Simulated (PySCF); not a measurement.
**Zinc: a sound run and one with changed settings**

Sound run: Zn [Ar] 3d10 4s2, Zn⁺ [Ar] 3d10 4s1. Calculation: PySCF 2.14, in Sapporo-DKH3-DZP-2012 (6s4p3d1f, 40 functions); the spin-free X2C one-electron Hamiltonian (Gaussian nucleus). In the sound run the correlated levels freeze [Ar]. The sound run starts from symmetry-adapted Hartree-Fock orbitals and uses a fine grid where one is needed.

Changed run: no relativity, point nucleus. This setting is unsound on purpose.

| species | method | sound run (hartree) | changed run (hartree) | converged |
| --- | --- | --- | --- | --- |
| Zn | UHF | -1794.22554 | -1768.99060 | yes |
| Zn | LDA | -1792.88659 | -1767.67345 | yes |
| Zn | r2SCAN | -1795.84549 | -1770.61731 | yes |
| Zn | MP2 | -1794.67431 | -1769.43099 | yes |
| Zn | CCSD(T) | -1794.64770 | -1769.40594 | yes |
| Zn⁺ | UHF | -1793.93776 | -1768.71095 | yes |
| Zn⁺ | LDA | -1792.52732 | -1767.32574 | yes |
| Zn⁺ | r2SCAN | -1795.50514 | -1770.28817 | yes |
| Zn⁺ | MP2 | -1794.34786 | -1769.11473 | yes |
| Zn⁺ | CCSD(T) | -1794.31359 | -1769.08161 | yes |

Ionisation energy of Zn:

| method | sound run (eV) | changed run (eV) |
| --- | --- | --- |
| UHF | 7.831 | 7.610 |
| LDA | 9.776 | 9.462 |
| r2SCAN | 9.261 | 8.956 |
| MP2 | 8.883 | 8.606 |
| SCS-MP2 | 8.908 | 8.637 |
| CCSD | 9.016 | 8.754 |
| CCSD(T) | 9.092 | 8.825 |

Most of the change in total energy is the relativistic energy itself. On top of that the contraction fixes the core shape for the Hamiltonian it was made with, so the changed run is not a good calculation with the other Hamiltonian either.

For comparison, NIST gives 9.394 eV between the lowest levels.
